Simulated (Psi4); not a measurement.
CH$_{4}$AlBrO (SMILES C[O][AlH][Br]), singlet, geometry from GFN2-xTB (such geometries of metal compounds can be far from the true shape), atoms displaced at random by about 0.08 Å a coordinate; B3LYP/6-31G, gradient run with Psi4.

Here is a job for Psi4.
```
memory 2 GB

molecule mol {
0 1
  Al   -0.786216   -0.410065   -0.222837
  H    -2.089751   -1.223191    0.202681
  Br    0.305935    0.554036    1.333732
  O    -0.258907   -0.716770   -1.870453
  C     0.121365   -1.008346   -3.182247
  H     0.925602   -1.468659   -3.174601
  H    -0.654161   -1.427705   -3.618954
  H     0.310353    0.094643   -3.500792
symmetry c1
no_reorient
no_com
}

set basis 6-31g
set reference rks

gradient('b3lyp')
print_variables()
```

It wrote (shortened):

```
gradient() will perform analytic gradient computation.

   => Loading Basis Set <=

    Name: 6-31G
    Role: ORBITAL
    Keyword: BASIS

         ---------------------------------------------------------
                                   SCF
               by Justin Turney, Rob Parrish, Andy Simmonett
                          and Daniel G. A. Smith
                              RKS Reference
         ---------------------------------------------------------

  ==> Geometry <==

    Molecular point group: c1
    Full point group: C1

    Geometry (in Angstrom), charge = 0, multiplicity = 1:

       Center              X                  Y                   Z               Mass
    ------------   -----------------  -----------------  -----------------  -----------------
         AL          -0.786216000000    -0.410065000000    -0.222837000000    26.981538530000
         H           -2.089751000000    -1.223191000000     0.202681000000     1.007825032230
         BR           0.305935000000     0.554036000000     1.333732000000    78.918337600000
         O           -0.258907000000    -0.716770000000    -1.870453000000    15.994914619570
         C            0.121365000000    -1.008346000000    -3.182247000000    12.000000000000
         H            0.925602000000    -1.468659000000    -3.174601000000     1.007825032230
         H           -0.654161000000    -1.427705000000    -3.618954000000     1.007825032230
         H            0.310353000000     0.094643000000    -3.500792000000     1.007825032230

  Running in c1 symmetry.

  Rotational constants: A =      0.52278  B =      0.04108  C =      0.03837 [cm^-1]
  Rotational constants: A =  15672.62139  B =   1231.62669  C =   1150.18963 [MHz]
  Nuclear repulsion =  287.685163969381051

  Charge       = 0
  Multiplicity = 1
  Electrons    = 66
  Nalpha       = 33
  Nbeta        = 33

  ==> Algorithm <==

  SCF Algorithm Type is DF.
  DIIS enabled.
  MOM disabled.
  Fractional occupation disabled.
  Guess Type is SAD.
  Energy threshold   = 1.00e-08
  Density threshold  = 1.00e-08
  Integral threshold = 1.00e-12

  ==> Primary Basis <==

  Basis Set: 6-31G
    Blend: 6-31G
    Number of shells: 36
    Number of basis functions: 68
    Number of Cartesian functions: 68
    Spherical Harmonics?: false
    Max angular momentum: 2

  ==> DFT Potential <==

   => LibXC <=

    Version 7.1.2
    S. Lehtola, C. Steigemann, M. J. T. Oliveira, and M. A. L. Marques,  SoftwareX 7, 1–5 (2018) (10.1016/j.softx.2017.11.002)

   => Composite Functional: B3LYP <=

    B3LYP Hyb-GGA Exchange-Correlation Functional

    P. J. Stephens, F. J. Devlin, C. F. Chabalowski, and M. J. Frisch,  J. Phys. Chem. 98, 11623 (1994) (10.1021/j100096a001)

    Deriv               =              1
    GGA                 =           TRUE
    Meta                =          FALSE

    Exchange Hybrid     =           TRUE
    MP2 Hybrid          =          FALSE

   => Exchange Functionals <=

    0.0800   Slater exchange
    0.7200         Becke 88

   => Exact (HF) Exchange <=

    0.2000               HF

   => Correlation Functionals <=

    0.1900   Vosko, Wilk & Nusair (VWN5_RPA)
    0.8100   Lee, Yang & Parr

   => LibXC Density Thresholds  <==

    XC_HYB_GGA_XC_B3LYP:  1.00E-15

   => Molecular Quadrature <=

    Radial Scheme          =       TREUTLER
    Pruning Scheme         =           NONE
    Nuclear Scheme         =       TREUTLER

    Blocking Scheme        =         OCTREE
    BS radius alpha        =              1
    Pruning alpha          =              1
    Radial Points          =             75
    Spherical Points       =            302
    Total Points           =         173075
    Total Blocks           =           1374
    Max Points             =            255
    Max Functions          =             64
    Weights Tolerance      =       1.00E-15

   => Loading Basis Set <=

    Name: (6-31G AUX)
    Role: JKFIT
    Keyword: DF_BASIS_SCF

  ==> Integral Setup <==

  SCF_SUBTYPE=INCORE selected. In-core MEM_DF algorithm will be used.
  Using in-core AOs.

  ==> MemDFJK: Density-Fitted J/K Matrices <==

    J tasked:                   Yes
    K tasked:                   Yes
    wK tasked:                   No
    Algorithm:                 Core
    Schwarz Cutoff:           1E-12
    Mask sparsity (%):      10.7699
    Fitting Condition:        1E-10

   => Auxiliary Basis Set <=

  Basis Set: (6-31G AUX)
    Blend: CC-PVDZ-JKFIT
    Number of shells: 167
    Number of basis functions: 601
    Number of Cartesian functions: 601
    Spherical Harmonics?: false
    Max angular momentum: 3

  Minimum eigenvalue in the overlap matrix is 1.1155927257E-03.
  Reciprocal condition number of the overlap matrix is 2.3629789210E-04.
    Using symmetric orthogonalization.

  ==> Pre-Iterations <==

  SCF Guess: Superposition of Atomic Densities via on-the-fly atomic UHF (no occupation information).

   -------------------------
    Irrep   Nso     Nmo
   -------------------------
     A         68      68
   -------------------------
    Total      68      68
   -------------------------

  ==> Iterations <==

                           Total Energy        Delta E     RMS |[F,P]|

   @DF-RKS iter SAD: -2930.01190300778353   -2.93001e+03   0.00000e+00
   @DF-RKS iter   1: -2931.27959771257838   -1.26769e+00   2.53010e-02 DIIS/ADIIS
   @DF-RKS iter   2: -2930.01947285331153    1.26012e+00   3.26092e-02 DIIS/ADIIS
   @DF-RKS iter   3: -2931.65019953956289   -1.63073e+00   1.07071e-02 DIIS/ADIIS
   @DF-RKS iter   4: -2931.81927703673819   -1.69077e-01   1.75191e-03 DIIS/ADIIS
   @DF-RKS iter   5: -2931.82430069467773   -5.02366e-03   5.67968e-04 DIIS/ADIIS
   @DF-RKS iter   6: -2931.82527224560727   -9.71551e-04   1.30461e-04 DIIS/ADIIS
   @DF-RKS iter   7: -2931.82530927740891   -3.70318e-05   2.27291e-05 DIIS
   @DF-RKS iter   8: -2931.82531060918700   -1.33178e-06   6.01115e-06 DIIS
[...]
  @DF-RKS Final Energy: -2931.82531070581626
[...]

   => Energetics <=

    Nuclear Repulsion Energy =            287.6851639693810512
    One-Electron Energy =               -4650.1259916945127770
    Two-Electron Energy =                1531.8053010059747976
    DFT Exchange-Correlation Energy =    -101.1897839866597906
    Empirical Dispersion Energy =           0.0000000000000000
    VV10 Nonlocal Energy =                  0.0000000000000000
    Total Energy =                      -2931.8253107058162641

Computation Completed

Properties will be evaluated at   0.000000,   0.000000,   0.000000 [a0]

Properties computed using the SCF density matrix

 Multipole Moments:

 ------------------------------------------------------------------------------------
     Multipole            Electronic (a.u.)      Nuclear  (a.u.)        Total (a.u.)
 ------------------------------------------------------------------------------------

 L = 1.  Multiply by 2.5417464519 to convert [e a0] to [Debye]
 Dipole X            :          4.3826014           -4.4675129           -0.0849114
 Dipole Y            :          3.1696815           -3.3046264           -0.1349449
 Dipole Z            :         -0.1220529           -0.6898124           -0.8118653
 Magnitude           :                                                    0.8273726

 ------------------------------------------------------------------------------------

         ------------------------------------------------------------
                                   SCF GRAD
                          Rob Parrish, Justin Turney,
                       Andy Simmonett, and Alex Sokolov
         ------------------------------------------------------------

  ==> Geometry <==

    Molecular point group: c1
    Full point group: C1

    Geometry (in Angstrom), charge = 0, multiplicity = 1:

       Center              X                  Y                   Z               Mass
    ------------   -----------------  -----------------  -----------------  -----------------
         AL          -0.786216000000    -0.410065000000    -0.222837000000    26.981538530000
         H           -2.089751000000    -1.223191000000     0.202681000000     1.007825032230
         BR           0.305935000000     0.554036000000     1.333732000000    78.918337600000
         O           -0.258907000000    -0.716770000000    -1.870453000000    15.994914619570
         C            0.121365000000    -1.008346000000    -3.182247000000    12.000000000000
         H            0.925602000000    -1.468659000000    -3.174601000000     1.007825032230
         H           -0.654161000000    -1.427705000000    -3.618954000000     1.007825032230
         H            0.310353000000     0.094643000000    -3.500792000000     1.007825032230

  Nuclear repulsion =  287.685163969381051

  ==> Basis Set <==

  Basis Set: 6-31G
    Blend: 6-31G
    Number of shells: 36
    Number of basis functions: 68
    Number of Cartesian functions: 68
    Spherical Harmonics?: false
    Max angular momentum: 2

  ==> DFJKGrad: Density-Fitted SCF Gradients <==

    Gradient:                    1
    J tasked:                  Yes
    K tasked:                  Yes
    wK tasked:                  No
    Integrals threads:           1
    Schwarz Cutoff:          1E-12
    Fitting Condition:       1E-10

   => Auxiliary Basis Set <=

  Basis Set: (6-31G AUX)
    Blend: CC-PVDZ-JKFIT
    Number of shells: 167
    Number of basis functions: 601
    Number of Cartesian functions: 601
    Spherical Harmonics?: false
    Max angular momentum: 3

  ==> DFT Potential <==

   => LibXC <=

    Version 7.1.2
    S. Lehtola, C. Steigemann, M. J. T. Oliveira, and M. A. L. Marques,  SoftwareX 7, 1–5 (2018) (10.1016/j.softx.2017.11.002)

   => Composite Functional: B3LYP <=

    B3LYP Hyb-GGA Exchange-Correlation Functional

    P. J. Stephens, F. J. Devlin, C. F. Chabalowski, and M. J. Frisch,  J. Phys. Chem. 98, 11623 (1994) (10.1021/j100096a001)

    Deriv               =              1
    GGA                 =           TRUE
    Meta                =          FALSE

    Exchange Hybrid     =           TRUE
    MP2 Hybrid          =          FALSE

   => Exchange Functionals <=

    0.0800   Slater exchange
    0.7200         Becke 88

   => Exact (HF) Exchange <=

    0.2000               HF

   => Correlation Functionals <=

    0.1900   Vosko, Wilk & Nusair (VWN5_RPA)
    0.8100   Lee, Yang & Parr

   => LibXC Density Thresholds  <==

    XC_HYB_GGA_XC_B3LYP:  1.00E-15

   => Molecular Quadrature <=

    Radial Scheme          =       TREUTLER
    Pruning Scheme         =           NONE
    Nuclear Scheme         =       TREUTLER

    Blocking Scheme        =         OCTREE
    BS radius alpha        =              1
    Pruning alpha          =              1
    Radial Points          =             75
    Spherical Points       =            302
    Total Points           =         173075
    Total Blocks           =           1374
    Max Points             =            255
    Max Functions          =             64
    Weights Tolerance      =       1.00E-15

  -Total Gradient:
     Atom            X                  Y                   Z
    ------   -----------------  -----------------  -----------------
       1        0.027240755103     0.050986724757     0.081859167962
       2        0.000671220483    -0.004710695316     0.000244825802
       3       -0.036282895315    -0.033601023400    -0.045247848934
       4        0.021179406790    -0.001710989411    -0.084291538643
       5        0.070728136783    -0.188066452497    -0.037920230553
       6       -0.153826812277     0.095487342023     0.007335756217
       7        0.068596632111     0.042926161619     0.056437745585
       8        0.001660050018     0.038830029978     0.021814379024

  Variable Map:
  ----------------------------------------------------------------------------
[...]
  Array Variable Map:
  ----------------------------------------------------------------------------
[...]
[...]
```
